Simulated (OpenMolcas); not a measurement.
## Levels of Te4+ by method

```
Program             : OpenMolcas 26.06
Basis               : ANO-RCC-VQZP [8s7p5d3f2g]
Scalar Hamiltonian  : DKH2, point nucleus
Active space        : 2 electrons in 4 orbitals (5s 5p)
State averaging     : 2S+1 = 3 even, 3 roots; 2S+1 = 1 even, 7 roots; 2S+1 = 3 odd, 3 roots; 2S+1 = 1 odd, 3 roots
Spin-orbit coupling : state interaction with AMFI integrals over the reference wave functions, term energies averaged over their components
```

Methods on the same reference wave functions:
A. CASSCF
B. SS-CASPT2, IPEA 0.25 Eh, imaginary shift 0.1 Eh (closed shells correlated: 4d)
C. MS-CASPT2, IPEA 0.25 Eh, imaginary shift 0.1 Eh (closed shells correlated: 4d)

Energies in eV above 5s2 1S0, the measured ground level; measured values from Moore, Atomic Energy Levels, vol. III, NSRDS-NBS 35 (1971 reprint of NBS Circular 467, 1958).

```tsv
Level	A	B	C	Measured
5s2 1S0	0.0000	0.0000	0.0000	0.0000
5s 5p 3P* 0	8.7687	9.330	9.410	
5s 5p 3P* 1	9.1030	9.643	9.723	
5s 5p 3P* 2	9.9024	10.464	10.544	
5s 5p 1P* 1	14.8677	13.556	13.637	13.8499
5p2 3P0	21.6742	21.883	21.963	21.8520
5p2 3P1	22.2295	22.504	22.584	22.6171
5p2 1S0	27.3011	26.186	26.347
```

Deviations, from unrounded energies. A percentage is the sum of absolute deviations over the sum of measured energies, with the sign that they share, or ± where signs differ.

| Against measurement | Levels | A | B | C |
| --- | --- | --- | --- | --- |
| mean absolute deviation (cm-1) | 3 | 4300 | 1200 | 960 |
| other configurations (%) | 3 | ±2.7 | ±0.8 | ±0.6 |

C lies closest to measurement on these levels and A furthest from it. The largest miss of C in the table is 5s 5p 1P* 1, by -1700 cm-1. The ranking rests on the paired levels alone, and a cruder setting can come out closer through cancelling errors.

Between B and C the level of the table that moves most is 5p2 1S0, by 1300 cm-1 (lowest in B, highest in C). Moves below CASPT2's spread within the term are not significant.

The lowest spin-free term lies below A's lowest term by 0.448 hartree in B, 0.451 hartree in C.

Over all roots computed the reference weight is 0.89 to 0.95 in B, 0.89 to 0.95 in C; the roots of lowest weight are the least certain, and an intruder state may touch them. The ¹D term of p² mixes with s d, which this space lacks. Measured partners are found by configuration, term and J. A level has none where our copy of the source lacks it or the pairing is in doubt (some pairs that miss far off the trend of their configuration count as doubtful), and it then counts in no deviation. Only configurations of the active space appear. The table leaves out levels that lie high or whose names do not pair safely across all columns.

* marks odd parity.
